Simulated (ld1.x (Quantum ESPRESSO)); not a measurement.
Before and after: TM potential for Cl

| Property | Result |
| --- | --- |
| Element | Cl |
| Generator | ld1.x (Quantum ESPRESSO) 7.5 |
| Type | norm-conserving Troullier–Martins (Kleinman–Bylander form) |
| Functional | LDA (PZ) |
| Relativity | scalar-relativistic |
| Frozen core | [Ne] |
| Valence charge | 7 |
| Reference configuration | 3s2 3p3.5 (charge +1.5) |
| Partial waves | 3s (bound): rc 0.90 bohr; 3p (bound): rc 1.00 bohr; 3d channel at 0.2 Ry: rc 1.05 bohr |
| Local potential | the d channel |
| Core correction | none |

All-electron outer shells of the reference configuration (LDA (PZ), scalar-relativistic, ld1.x):

```csv
shell,level (eV),outermost node (bohr),outermost maximum (bohr)
3s,-38.31,0.55,1.26
3p,-25.48,0.53,1.37
```

Change: wave 3d channel at 0.2 Ry: rc 1.05 bohr becomes 3d channel at 0.2 Ry: rc 1.12 bohr.

Cutoffs: the cutoffs (Ry, on a coarse ladder) from which the occupation-weighted sum of valence levels, in a spherical-Bessel basis at the reference potential, stays within 10 and 1 mRy of its value at 400 Ry; they do not see the model core or the augmentation charge, which bear on the density cutoff. Errors are all-electron minus pseudo energies relative to the spin-unpolarised reference configuration.

Q: How do hardness, ghosts and transferability respond?

A: The potential gets neither clearly harder nor softer (140 Ry and 300 Ry → 140 Ry and 300 Ry); both files keep a bound ghost (s); the number of tests that count goes from 9 to 8; of the 8 tests that both files solve, the error grows in 8 and shrinks in 0 by more than 15 % and 0.3 meV (median size 14.2 → 50.8 meV). More of the atom is replaced by a form fitted at one configuration, so other configurations suffer.

| quantity | base | changed |
| --- | --- | --- |
| cutoff, loose | 140 Ry | 140 Ry |
| cutoff, tight | 300 Ry | 300 Ry |
| loose cutoff by channel (10 mRy a level) | s 100 Ry, p 100 Ry | s 90 Ry, p 100 Ry |
| bound ghosts | s | s |
| tests counted (converged, no solver errors) | 9 of 9 | 8 of 9 |
| error for 3s2 3p5, meV [ΔE -25.20 eV] | -34 | +78 |
| error for 3s2 3p4, meV [ΔE -11.23 eV] | -4.2 | +16 |
| error for 3s2 3p3, meV [ΔE 14.30 eV] | -5.6 | +26 |
| error for 3s1 3p5, meV [ΔE 1.36 eV] | +12 | +19 |
| error for 3s2 3p4.5, meV [ΔE -19.57 eV] | -17 | +47 |
| error for 3s1 3p6, meV [ΔE -13.15 eV] | +10 | +55 |
| error for 3s2 3p2, meV [ΔE 52.69 eV] | -47 | +360 |
| error for 3s2 3p5 (spin-polarised), meV [ΔE -25.39 eV] | -18 | +96 |

Changed file: Tests not counted: 3s2 3p3.5 (spin-polarised) (pseudo-atom not self-consistent, printed error +175 meV). A true bound ghost makes a file unfit for plane-wave use even where its test errors are small: the radial tests pick states by their node count and pass the ghost by.
